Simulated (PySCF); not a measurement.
Molecule: 3-cyclohexen-1-ol, C6H10O.

Geometry (Å), atoms numbered from 1 in this order:
```xyz
17

O     2.0589   -1.3399    0.4122
C     0.8997   -0.5409    0.4999
C     1.1249    0.8592   -0.0807
C    -0.1567    1.6258   -0.1949
C    -1.3542    1.0730   -0.1012
C    -1.5684   -0.3919    0.1245
C    -0.3044   -1.1864   -0.1901
H     2.2754   -1.4638   -0.5195
H     0.7002   -0.4626    1.5739
H     1.8331    1.4090    0.5439
H     1.5808    0.7694   -1.0748
H    -0.0541    2.6877   -0.3719
H    -2.2456    1.6798   -0.1788
H    -2.3971   -0.7431   -0.4953
H    -1.8567   -0.5518    1.1687
H    -0.1355   -1.1916   -1.2707
H    -0.4074   -2.2200    0.1450
```

Frames of a GFN2-xTB Langevin trajectory at 300 K; GIAO PBE0/pcSseg-1 shieldings in PySCF 2.14.0 with density-fitted response routines, gas phase, non-relativistic; equivalent atoms averaged within each frame.

Scale: H2O for ¹⁷O (336.08 ppm); ¹³C (186.93 ppm) and ¹H (31.72 ppm) vs TMS (reference shieldings calculated alike). The references are static minima.

Question: How do the shifts (ppm) fluctuate along the trajectory?

Answer: 
```
         time (fs)    O1     C5     C4    C2    C3    C7    C6   H12   H13    H9
optimised geometry  73.7  135.0  133.3  72.2  41.5  37.4  30.7  5.91  5.96  3.72
               250  66.1  137.4  132.5  78.9  45.3  43.5  34.8  6.13  5.59  4.49
               425  92.6  142.4  133.5  68.8  47.3  34.6  29.8  5.55  6.69  3.12
               625  76.7  134.7  133.5  77.2  38.5  39.6  32.6  6.44  6.41  4.78
               800  85.3  135.9  132.2  77.9  34.9  44.6  28.3  5.59  6.47  3.70
              1000  70.9  138.9  129.6  73.8  38.2  32.2  33.6  5.87  6.38  5.17
    mean of frames  78.3  137.9  132.3  75.3  40.8  38.9  31.8  5.92  6.31  4.25
standard deviation  10.7    3.0    1.6   4.1   5.3   5.4   2.7  0.37  0.42  0.83
```

5 frames give an uncertainty of the mean of about the standard deviation over 2.2 at best, since frames this close in time may not be independent; classical motion lacks zero-point vibration, and the reference would need the same averaging.
